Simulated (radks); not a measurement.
The numbers below are computed, except where a source is named.
Neutral argon inside a hard spherical wall (all orbitals vanish at R), configuration held at [Ar] and not refilled when levels cross. Level of theory: non-relativistic Kohn-Sham, PBEsol, spin-polarised, spherical densities, point nucleus (a radial shooting solver on a logarithmic mesh with Libxc functionals). Eigenvalues in eV for spin up, with the zero of energy where the potential of the charges vanishes at infinity; a dash marks a level that is unbound or too diffuse for the functional's potential to be trusted. A positive occupied level is held by the wall or, in an anion where self-interaction has pushed it up, behind a barrier. The pressure on the wall is -dE/dV.

R (bohr)  E (hartree)  kinetic (hartree)    e(2s)    e(2p)    e(3s)    e(3p)  e(4s, empty)  e(4p, empty)  pressure (GPa)
free       -526.60663            525.913  -294.19  -229.54  -23.975  -10.249             -             -               0
8          -526.60653            525.914  -294.18  -229.53  -23.967  -10.242         0.955         3.196         0.00607
7          -526.60608            525.919  -294.15  -229.49  -23.940  -10.215         1.805         4.594          0.0455
6          -526.60350            525.942  -294.00  -229.35  -23.829  -10.104         3.493         7.129           0.355
4          -526.49590            526.615  -291.07  -226.39  -21.789   -7.908        16.665        23.800            30.0
2.5        -524.49397            534.946  -269.45  -204.34   -5.838   10.139        85.685        97.050            1680
1.5        -505.03863            589.437  -195.03  -126.82   90.483   110.76        401.16        398.01           59100
